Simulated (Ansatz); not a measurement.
Start from `[SiH3]C[CH2][GeH3]` and change one atom or group to get `BCC[SiH3]`.

Ansatz, PBE0-D4/def2-TZVP geometries, multiplicity 1. Each molecule was computed in one conformer, which needn't be the lowest.

Scalar relativity is left out up to krypton.

```csv
property,`[SiH3]C[CH2][GeH3]`
HOMO energy (PBE0/def2-TZVPP) / eV,-7.85
LUMO energy (ωB97M-V/def2-TZVPP) / eV,1.97
LUMO energy (PBE0/def2-TZVPP) / eV,0.44
HOMO energy (ωB97M-V/def2-TZVPP) / eV,-9.99
size of the dipole moment (PBE/def2-TZVPP) / D,0.07
HOMO energy (B3LYP/def2-TZVPP) / eV,-7.65
```

What does the change do to each property? (Estimate.)

Ansatz gave: 
```csv
property,`BCC[SiH3]`,shift
HOMO energy (PBE0/def2-TZVPP) / eV,-8.21,-0.36
LUMO energy (ωB97M-V/def2-TZVPP) / eV,0.75,-1.22
LUMO energy (PBE0/def2-TZVPP) / eV,-1.10,-1.54
HOMO energy (ωB97M-V/def2-TZVPP) / eV,-10.44,-0.45
size of the dipole moment (PBE/def2-TZVPP) / D,0.48,0.41
HOMO energy (B3LYP/def2-TZVPP) / eV,-8.02,-0.37
```

With PBE0 the HOMO falls by 0.36 eV and the LUMO falls by 1.54 eV, so the gap narrows by about 1.18 eV. PBE moves the HOMO by -0.30 eV and ωB97M-V by -0.45 eV. Dipoles are sizes alone; their direction can turn.

B3LYP here is the variant with VWN-RPA as its local correlation; programs differ in this.
